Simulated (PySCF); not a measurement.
Correlation energy of Pm(2+) (promethium, charge +2)

[Xe] 4f4 6s1, one real determinant (an excited configuration). Calculation: PySCF 2.14, in cc-pVDZ-X2C (8s7p5d3f1g, 84 functions); scalar relativity by spin-free X2C-1e. Frozen: [Ar] 3d10; 31 electrons correlated.

MP2 pair energies summed by pair of shells (mhartree):

| pair | energy | share (%) |
| --- | --- | --- |
| 4d-4d | -157.76 | 21.5 |
| 5p-5p | -123.16 | 16.8 |
| 4d-5p | -100.42 | 13.7 |
| 4f-5p | -75.54 | 10.3 |
| 4d-4f | -71.99 | 9.8 |
| 5s-5p | -33.05 | 4.5 |
| 4p-4d | -26.17 | 3.6 |
| 4d-5s | -23.85 | 3.3 |
| 4f-4f | -22.39 | 3.1 |
| 5p-6s | -19.85 | 2.7 |
| 4p-4f | -13.51 | 1.8 |
| 4f-5s | -13.12 | 1.8 |
| 4p-4p | -12.46 | 1.7 |
| 4p-5p | -7.30 | 1.0 |
| 4s-4d | -6.47 | 0.9 |
| 5s-5s | -6.13 | 0.8 |
| 4p-5s | -4.19 | 0.6 |
| 4d-6s | -3.60 | 0.5 |
| 4f-6s | -3.46 | 0.5 |
| 4s-4p | -2.64 | 0.4 |
| 4s-4f | -2.24 | 0.3 |
| 5s-6s | -1.10 | 0.1 |
| 4s-4s | -1.02 | 0.1 |
| 4s-5p | -0.88 | 0.1 |
| 4s-5s | -0.27 | 0.0 |
| 4p-6s | -0.20 | 0.0 |
| 4s-6s | -0.01 | 0.0 |

Total MP2 correlation energy: -732.79 mhartree.

Same-spin part -281.00 and opposite-spin part -451.79 mhartree; SCS-MP2 scales them by 1/3 and 6/5 to -635.82 mhartree.

The reference is one real determinant that mixes LS terms of this configuration.

This basis was not built for core-valence correlation, so the inner-shell part is incomplete.
